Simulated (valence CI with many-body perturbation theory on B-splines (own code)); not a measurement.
## Energy levels of F⁴⁺

Method: relativistic CI+MBPT: three valence electrons over a frozen Dirac-Fock core [He], radial functions for each j: 11 s, 11 p, 10 d, 8 f, 5 g, 2 h, with the one-electron correlation potential Σ1 (screened to all orders), the two-electron term Σ2, the three-electron term Σ3, Breit, model QED; selected single and double excitations, second order for the rest, scaled by the run's own slope (own B-spline code, finite nucleus).

Against 37 measured levels this calculation errs by 112 cm⁻¹ on average and by 258 at most. These come from a selection out of Moore, Atomic Energy Levels, vol. I, NSRDS-NBS 35 (1971 reprint of NBS Circular 467, 1949), an old analysis. Levels without a partner in it may be off by more.

Levels 91 to 135 of 185, with energies above the lowest level, 2s2 2p 2P°_1/2. "Leading %" is the weight of the configuration and term that name the level; weights of strongly mixed levels are sums over their largest components and can fall short. In the jj column 3d3/2^4 stands for four electrons in 3d with j = 3/2.

| No. | Configuration | Term | J | E (cm⁻¹) | Leading % | Leading jj | g | Second component |
| --- | --- | --- | --- | --- | --- | --- | --- | --- |
| 91 | 2p2 3s | 2D | 5/2 | 811140 | 85 | 2p1/2 2p3/2 3s (56 %) | 1.200 | 6 % 2s 2p 4p 2D |
| 92 | 2s2 5g | 2G | 7/2 | 811380 | 93 | 2s^2 5g7/2 (93 %) | 0.889 | 6 % 2p2 5g 2G |
| 93 | 2s2 5g | 2G | 9/2 | 811380 | 93 | 2s^2 5g9/2 (93 %) | 1.111 | 6 % 2p2 5g 2G |
| 94 | 2s2 5f | 2F° | 5/2 | 812730 | 88 | 2s^2 5f5/2 (88 %) | 0.857 | 6 % 2p2 5f 2F° |
| 95 | 2s2 5f | 2F° | 7/2 | 812730 | 88 | 2s^2 5f7/2 (88 %) | 1.143 | 6 % 2p2 5f 2F° |
| 96 | 2s 2p 4s | 2P° | 1/2 | 814570 | 84 | 2s 2p1/2 4s (65 %) | 0.665 | 9 % 2p2 3p 2P° |
| 97 | 2s 2p 4s | 2P° | 3/2 | 815070 | 84 | 2s 2p3/2 4s (76 %) | 1.334 | 9 % 2p2 3p 2P° |
| 98 | 2p2 3p | 4D° | 1/2 | 816000 | 97 | 2p1/2^2 3p1/2 (36 %) | 0.000 |  |
| 99 | 2p2 3p | 4D° | 3/2 | 816160 | 97 | 2p1/2 2p3/2 3p1/2 (57 %) | 1.201 |  |
| 100 | 2p2 3p | 4D° | 5/2 | 816420 | 97 | 2p1/2 2p3/2 3p3/2 (59 %) | 1.372 |  |
| 101 | 2p2 3p | 4D° | 7/2 | 816770 | 97 | 2p3/2^2 3p3/2 (64 %) | 1.429 |  |
| 102 | 2p2 3p | 4P° | 1/2 | 822890 | 83 | 2p1/2 2p3/2 3p1/2 (41 %) | 2.669 | 15 % 2s 2p 4s 4P° |
| 103 | 2p2 3p | 4P° | 3/2 | 823040 | 82 | 2p3/2^2 3p1/2 (23 %) | 1.728 | 15 % 2s 2p 4s 4P° |
| 104 | 2p2 3p | 4P° | 5/2 | 823300 | 80 | 2p1/2 2p3/2 3p3/2 (41 %) | 1.590 | 15 % 2s 2p 4s 4P° |
| 105 | 2p2 3p | 2D° | 3/2 | 824510 | 97 | 2p1/2 2p3/2 3p3/2 (58 %) | 0.806 |  |
| 106 | 2s 2p 4p | 4D | 1/2 | 824760 | 95 | 2s 2p1/2 4p1/2 (73 %) | -0.001 |  |
| 107 | 2s 2p 4p | 4D | 3/2 | 824910 | 95 | 2s 2p1/2 4p1/2 (36 %) | 1.201 |  |
| 108 | 2p2 3p | 2D° | 5/2 | 825040 | 95 | 2p3/2^2 3p3/2 (59 %) | 1.211 |  |
| 109 | 2s 2p 4p | 4D | 5/2 | 825150 | 95 | 2s 2p1/2 4p3/2 (40 %) | 1.372 |  |
| 110 | 2s 2p 4p | 4D | 7/2 | 825510 | 95 | 2s 2p3/2 4p3/2 (95 %) | 1.429 |  |
| 111 | 2s 2p 4p | 4S | 3/2 | 828460 | 92 | 2s 2p1/2 4p3/2 (47 %) | 1.974 | 5 % 2s 2p 4p 4P |
| 112 | 2s 2p 4p | 2P | 1/2 | 829340 | 79 | 2s 2p1/2 4p3/2 (38 %) | 0.815 | 9 % 2p2 3s 2P |
| 113 | 2s 2p 4p | 4P | 1/2 | 829570 | 90 | 2s 2p1/2 4p1/2 (50 %) | 2.520 | 6 % 2s 2p 4p 2P |
| 114 | 2s 2p 4p | 2P | 3/2 | 829610 | 73 | 2s 2p3/2 4p3/2 (61 %) | 1.397 | 9 % 2s 2p 4p 4P |
| 115 | 2s 2p 4p | 4P | 3/2 | 829790 | 84 | 2s 2p3/2 4p1/2 (68 %) | 1.697 | 9 % 2s 2p 4p 2P |
| 116 | 2s 2p 4p | 4P | 5/2 | 829950 | 97 | 2s 2p3/2 4p3/2 (62 %) | 1.600 |  |
| 117 | 2s 2p 4p | 2D | 3/2 | 833380 | 89 | 2s 2p1/2 4p3/2 (50 %) | 0.801 | 7 % 2p2 3s 2D |
| 118 | 2s 2p 4p | 2D | 5/2 | 833800 | 89 | 2s 2p3/2 4p3/2 (42 %) | 1.201 | 6 % 2p2 3s 2D |
| 119 | 2p2 3p | 4S° | 3/2 | 834470 | 97 | 2p1/2 2p3/2 3p3/2 (40 %) | 1.995 |  |
| 120 | 2s2 6s | 2S | 1/2 | 834680 | 70 | 2s^2 6s (70 %) | 2.002 | 23 % 2s 2p 4p 2S |
| 121 | 2p2 3p | 2P° | 3/2 | 834960 | 87 | 2p1/2 2p3/2 3p3/2 (37 %) | 1.340 | 8 % 2s 2p 4s 2P° |
| 122 | 2p2 3p | 2P° | 1/2 | 834980 | 88 | 2p3/2^2 3p3/2 (42 %) | 0.666 | 8 % 2s 2p 4s 2P° |
| 123 | 2s 2p 4f | 4F | 3/2 | 836240 | 50 | 2s 2p3/2 4f5/2 (24 %) | 0.399 | 48 % 2p2 3d 4F |
| 124 | 2s 2p 4f | 4F | 5/2 | 836330 | 50 | 2p1/2 2p3/2 3d3/2 (27 %) | 1.029 | 48 % 2p2 3d 4F |
| 125 | 2s 2p 4f | 4F | 7/2 | 836460 | 50 | 2p1/2 2p3/2 3d5/2 (27 %) | 1.239 | 48 % 2p2 3d 4F |
| 126 | 2s 2p 4f | 4F | 9/2 | 836630 | 51 | 2s 2p3/2 4f7/2 (36 %) | 1.334 | 47 % 2p2 3d 4F |
| 127 | 2s 2p 4d | 4F° | 3/2 | 837490 | 98 | 2s 2p1/2 4d3/2 (77 %) | 0.401 |  |
| 128 | 2s 2p 4d | 4F° | 5/2 | 837640 | 98 | 2s 2p1/2 4d3/2 (35 %) | 1.030 |  |
| 129 | 2s 2p 4d | 4F° | 7/2 | 837850 | 98 | 2s 2p1/2 4d5/2 (38 %) | 1.240 |  |
| 130 | 2s 2p 4p | 2S | 1/2 | 837980 | 70 | 2s 2p3/2 4p3/2 (43 %) | 2.001 | 22 % 2s2 6s 2S |
| 131 | 2s 2p 4d | 4F° | 9/2 | 838160 | 98 | 2s 2p3/2 4d5/2 (98 %) | 1.334 |  |
| 132 | 2s 2p 4f | 2F | 5/2 | 839140 | 72 | 2s 2p3/2 4f7/2 (32 %) | 0.857 | 27 % 2p2 3d 2F |
| 133 | 2s 2p 4f | 2F | 7/2 | 839340 | 72 | 2s 2p3/2 4f5/2 (27 %) | 1.143 | 26 % 2p2 3d 2F |
| 134 | 2s2 6p | 2P° | 1/2 | 839990 | 92 | 2s^2 6p1/2 (92 %) | 0.666 | 6 % 2p2 6p 2P° |
| 135 | 2s2 6p | 2P° | 3/2 | 840020 | 92 | 2s^2 6p3/2 (92 %) | 1.334 | 6 % 2p2 6p 2P° |

Names give the largest LS component (configuration and term), which can be under half, so a name can repeat, a term be missing and a line seem to break the LS rules; names also repeat where a configuration has a term twice.

Where two levels of one J and parity lie close, their mixing, g and order are uncertain.
